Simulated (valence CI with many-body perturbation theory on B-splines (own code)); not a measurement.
The numbers below are computed, except where a source is named.
A CI+MBPT run for Ba51+

Method: valence CI with perturbative core correlation (CI+MBPT): three valence electrons over a frozen Dirac-Fock core [He], radial functions for each j: 5 s, 5 p, 4 d, 2 f, with the one-electron correlation potential Σ1 (screened to all orders), the two-electron term Σ2, the three-electron term Σ3, Breit, model QED; selected single and double excitations, second order for the rest, scaled by the run's own slope (own B-spline code, finite nucleus).

Command, and the settings that its task file holds:

```sh
python run_cv.py task.json out
```

```
atom Ba  Z=56  mass_number=138  rms_radius_fm=4.8378
core [He]
valence 2s2 2p1
avg = 1
basis = S
breit = 1
cap = 20000
capref = 1200
cscale = 1
de = 0.0
dress = 0
eps = 2e-08
extrap = 1
h = 0.27
hh = 1
l2 = 3
lcore = 6
maxit = 60
n2 = 5
natural = 1
nlev = 30
nno = [2, 2, 2, 1, 0]
nroot = 26
nsp = [3, 3, 2, 1, 0]
pt2 = 1
qed = 1
rpa = 1
s1 = 1
s2 = 1
s3 = 1
screen = 1
tol = 2e-05
whole = 1
```

It took 5.8 s on 1 thread of Arm Neoverse V1, on a shared host.

Log. The first blocks belong to the next ion, which gives the ionisation energy. Fields: 2J, parity (1 odd), roots, reference size, generating configurations, candidates as configurations/state functions, variational space P, stored matrix elements, Davidson steps; e2 is the range of second-order energies in hartree. The first line gives the box (bohr), its intervals, the orbitals and the steps of their self-consistent field. Window is the range of levels sought, series limit the energy at which the first omitted orbital would enter, core excitation an estimate of the first excitation out of the core, left out the lowest levels not solved, and shifts from estimates the range by which levels moved from their first estimate, all in cm⁻¹.

```
rmax 1.1 intervals 54 orbitals 27 references ['2s2 2p', '2s 2p2', '2p3'] scf 2 t 0.3
2J=0 par=0 roots 2 ref 15 generators 3 cand 56/56 P 71/71 nnz 0 it 0
   second order: generators 4 cand 0/0 e2 -0.00000 -0.00000
2J=0 par=1 roots 2 ref 11 generators 3 cand 42/42 P 53/53 nnz 0 it 0
   second order: generators 6 cand 0/0 e2 -0.00000 -0.00000
2J=2 par=1 roots 2 ref 28 generators 2 cand 106/106 P 132/132 nnz 0 it 0
2J=2 par=1 roots 2 ref 28 generators 2 cand 2/2 P 133/133 nnz 0 it 0
   second order: generators 4 cand 1/1 e2 -0.00000 -0.00000
reference levels 291, estimated 257, window 48039016 1/cm; series limit 61184536, core excitation 261768420
2J=1 par=1 roots 9 ref 32 generators 12 cand 52/74 P 1152/1667 nnz 0 it 2
2J=1 par=1 roots 9 ref 32 generators 13 cand 47/69 P 1157/1672 nnz 0 it 4
   second order: generators 14 cand 44/66 e2 -0.00000 -0.00000
2J=1 par=0 roots 9 ref 34 generators 12 cand 50/59 P 1138/1657 nnz 0 it 3
2J=1 par=0 roots 9 ref 34 generators 14 cand 65/80 P 1142/1661 nnz 0 it 4
   second order: generators 15 cand 64/80 e2 -0.00000 -0.00000
2J=3 par=1 roots 13 ref 47 generators 15 cand 57/100 P 1392/2800 nnz 1.1e+06 it 2
2J=3 par=1 roots 13 ref 47 generators 16 cand 52/91 P 1398/2808 nnz 1.2e+06 it 3
   second order: generators 16 cand 46/83 e2 -0.00000 -0.00000
2J=3 par=0 roots 10 ref 45 generators 12 cand 49/76 P 1353/2752 nnz 1.1e+06 it 3
2J=3 par=0 roots 10 ref 45 generators 13 cand 57/94 P 1354/2754 nnz 1.1e+06 it 3
   second order: generators 15 cand 81/150 e2 -0.00000 -0.00000
2J=5 par=0 roots 7 ref 39 generators 10 cand 165/323 P 1246/2695 nnz 1.1e+06 it 3
2J=5 par=0 roots 7 ref 39 generators 13 cand 88/167 P 1266/2729 nnz 1.1e+06 it 4
   second order: generators 15 cand 112/253 e2 -0.00000 -0.00000
2J=5 par=1 roots 6 ref 36 generators 8 cand 135/294 P 1227/2629 nnz 1.1e+06 it 3
2J=5 par=1 roots 6 ref 36 generators 10 cand 92/198 P 1235/2644 nnz 1.1e+06 it 3
   second order: generators 10 cand 84/183 e2 -0.00000 -0.00000
2J=7 par=1 roots 2 ref 21 generators 4 cand 62/133 P 989/2121 nnz 0 it 3
2J=7 par=1 roots 2 ref 21 generators 4 cand 51/107 P 1000/2142 nnz 0 it 3
   second order: generators 5 cand 40/86 e2 -0.00000 -0.00000
2J=7 par=0 roots 1 ref 19 generators 2 cand 66/126 P 946/2071 nnz 0 it 3
2J=7 par=0 roots 1 ref 19 generators 3 cand 51/90 P 956/2092 nnz 0 it 4
   second order: generators 4 cand 52/92 e2 -0.00000 -0.00000
2J=9 par=1 roots 1 ref 7 generators 1 cand 53/108 P 539/1051 nnz 0 it 0
2J=9 par=1 roots 1 ref 7 generators 1 cand 32/66 P 549/1072 nnz 0 it 0
   second order: generators 1 cand 22/45 e2 -0.00000 -0.00000
left out: unestimated 70511819, estimated 51094625, shifts from estimates -0 to 1
operators 0.1
```

The Davidson iterations converged.

The last digits are not significant, and no measured levels were compared; by estimate large intervals hold to a few tenths of a per cent, small ones and those within an open d or f shell to about a per cent.

```yaml
Valence_energy: -1140.024 hartree
Ionisation_energy: "10018 eV (NIST: 10023 ± 4 eV (theoretical))"
Reference_configurations_for_the_orbitals: 2s2 2p, 2s 2p2, 2p3
Radial_orbitals: 27
Box_radius: 1.123 bohr
Largest_variational_space: 2808
Lowest_levels: (2s^2 2p1/2) J=1/2 0.00, (2s 2p1/2^2) J=1/2 1393.1, (2s^2 2p3/2) J=3/2 3391.2, (2s 2p1/2 2p3/2) J=3/2 [a] 4362.1, (2s 2p1/2 2p3/2) J=5/2 4627.6, (2s 2p1/2 2p3/2) J=1/2 5047.1, (2s 2p1/2 2p3/2) J=3/2 [b] 5049.4, (2p1/2^2 2p3/2) J=3/2 6533.3, (2s 2p3/2^2) J=5/2 7899.6, (2s 2p3/2^2) J=1/2 8521.4, (2s 2p3/2^2) J=3/2 8529.7, (2p1/2 2p3/2^2) J=3/2 9654.6, (2p1/2 2p3/2^2) J=5/2 9817.9, (2p1/2 2p3/2^2) J=1/2 10141 × 10³ cm⁻¹
```

Levels are named by their leading jj configuration (3d3/2^4 stands for four electrons in 3d with j = 3/2), which in mixed levels can hold well under half, so a name can repeat and another be missing. Letters in brackets count levels of one name in rising energy.
